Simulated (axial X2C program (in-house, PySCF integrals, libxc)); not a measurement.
**Worked dissociation energy of Te₂: PBE0, without spin–orbit coupling**

All values were computed with an in-house relativistic program for diatomic molecules. Spin-free means the one-electron spin-free X2C Hamiltonian. Basis: Te dyall-cv3z [11s12p8d4f1g] (cores contracted in-house); Gaussian nuclei, density fitting, unrestricted open shells. Masses: Te 129.906 u.

Molecular state: M_S = 1, Λ = 0 (beyond evenly filled blocks: π+α, π-α).

```
E(Te) (2M_S = 2, M_L = 0) : -6793.441327 hartree
E(Te₂) at Re              : -13586.994696 hartree
ωe                        : 263.4 cm⁻¹
ωexe                      : 0.406 cm⁻¹
```

Q: Work out De and D0.

A: De = -6793.441327 + (-6793.441327) − (-13586.994696) = 0.11204 hartree = 3.049 eV. The zero-point energy is ωe/2 − ωexe/4 = 132 cm⁻¹ = 0.016 eV, so D0 = 3.033 eV.

Occupations by symmetry block were frozen at the best pattern of an incomplete PBE0 search. Dissociation energies refer to the lowest single-determinant-based atoms at the same level and basis. PBE0 can misorder states that lie within some tenths of an eV, so this need not be the ground state of the molecule. The nearest other spin-free determinant of the search, M_S = 0, Λ = 2, lies 0.53 eV up at the distance of the search. Spin-free De lacks the spin–orbit lowering of the heavy p-block atom, a tenth of an eV or more for 4p and 5p, up to an eV for 6p and one to two eV for 7p atoms, less what an open-shell molecule gains itself.

Each atomic determinant is the lowest at this level and need not be a pure term. Totals compare only within one Hamiltonian and basis.
